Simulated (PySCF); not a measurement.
## BeHg: script and output

The script input.py:

```python
from pyscf import gto, scf, mp

mol = gto.M(
    atom='Be 0 0 0; Hg 0 0 2.335',
    basis='def2-svpd',
    ecp={'Hg': 'def2-svpd'},
    charge=0,
    spin=0,
    symmetry=True,
    verbose=4,
)
mf = scf.RHF(mol)
mf.kernel()
mp.MP2(mf).kernel()
mf.dip_moment()
print('orbital energies (hartree):', mf.mo_energy[..., max(0, mol.nelec[1]-3):mol.nelec[0]+3].round(4))
```

```bash
$ OMP_NUM_THREADS=1 python input.py
```

Output (some set-up lines and the per-cycle HOMO/LUMO lines with their warnings removed):

```
PySCF version 2.14.0

[INPUT] verbose = 4
[INPUT] num. atoms = 2
[INPUT] num. electrons = 24
[INPUT] charge = 0
[INPUT] spin (= nelec alpha-beta = 2S) = 0
[INPUT] symmetry True subgroup None
[INPUT] Mole.unit = angstrom
[INPUT] Symbol           X                Y                Z      unit          X                Y                Z       unit  Magmom
[INPUT]  1 Be     0.000000000000   0.000000000000   0.000000000000 AA    0.000000000000   0.000000000000   0.000000000000 Bohr   0.0
[INPUT]  2 Hg     0.000000000000   0.000000000000   2.335000000000 AA    0.000000000000   0.000000000000   4.412510500859 Bohr   0.0

nuclear repulsion = 18.1302684683512
point group symmetry = Coov
symmetry origin: [0.         0.         4.20239095]
symmetry axis x: [1. 0. 0.]
symmetry axis y: [0. 1. 0.]
symmetry axis z: [0. 0. 1.]
num. orbitals of irrep A1 = 19
num. orbitals of irrep E1x = 10
num. orbitals of irrep E1y = 10
num. orbitals of irrep E2x = 3
num. orbitals of irrep E2y = 3
num. orbitals of irrep E3x = 1
num. orbitals of irrep E3y = 1
number of shells = 19
number of NR pGTOs = 82
number of NR cGTOs = 47
basis = def2-svpd
ecp = {'Hg': 'def2-svpd'}

******** <class 'pyscf.scf.hf_symm.SymAdaptedRHF'> ********
method = SymAdaptedRHF
initial guess = minao
damping factor = 0
level_shift factor = 0
DIIS = <class 'pyscf.scf.diis.CDIIS'>
diis_start_cycle = 1
diis_space = 8
diis_damp = 0
SCF conv_tol = 1e-09
SCF conv_tol_grad = None
SCF max_cycles = 50
direct_scf = True
direct_scf_tol = 1e-13
Freeze 0 electrons in irreps []
    24 free electrons in irreps A1 E1x E1y E2x E2y E3x E3y
Set gradient conv threshold to 3.16228e-05
Initial guess from minao.
init E= -155.088296682335
cycle= 1 E= -166.571278069434  delta_E= -11.5  |g|= 1.46  |ddm|= 16.1
cycle= 2 E= -166.810815083647  delta_E= -0.24  |g|= 1.14  |ddm|= 4.29
cycle= 3 E= -167.068379556914  delta_E= -0.258  |g|= 0.0852  |ddm|= 1.34
cycle= 4 E= -167.071031315685  delta_E= -0.00265  |g|= 0.0471  |ddm|= 0.327
cycle= 5 E= -167.071502350648  delta_E= -0.000471  |g|= 0.00862  |ddm|= 0.0811
cycle= 6 E= -167.071589515426  delta_E= -8.72e-05  |g|= 0.00186  |ddm|= 0.0887
cycle= 7 E= -167.071592796183  delta_E= -3.28e-06  |g|= 0.000571  |ddm|= 0.0134
cycle= 8 E= -167.071593127626  delta_E= -3.31e-07  |g|= 6.29e-05  |ddm|= 0.00494
cycle= 9 E= -167.071593132331  delta_E= -4.71e-09  |g|= 1.42e-05  |ddm|= 0.000451
cycle= 10 E= -167.071593132497  delta_E= -1.66e-10  |g|= 3.27e-06  |ddm|= 7.75e-05
Extra cycle  E= -167.071593132502  delta_E= -5.17e-12  |g|= 1.31e-06  |ddm|= 1.08e-05
converged SCF energy = -167.071593132502

******** <class 'pyscf.mp.mp2.RMP2'> ********
nocc = 12, nmo = 47
E(RMP2) = -167.491648739047  E_corr = -0.420055606544313
E(SCS-RMP2) = -167.453400486468  E_corr = -0.381807353965966
E_corr(same-spin) = -0.141068508331396
E_corr(oppo-spin) = -0.278987098212917
Dipole moment(X, Y, Z, Debye):  0.00000,  0.00000,  1.17167
orbital energies (hartree): [-0.6362 -0.4214 -0.2394  0.0171  0.0171  0.0355]
```

In short: E(SCF) = -167.071593 Eh, 10 cycles, E(MP2) − E(SCF) = -0.42006 Eh, μz(SCF) = 1.17 D.

It ran on Arm Neoverse V1 (1 thread, shared host) in 0.94 s.

Stability towards an unrestricted solution was not tested. The bond length is a typed value, not an optimised one.
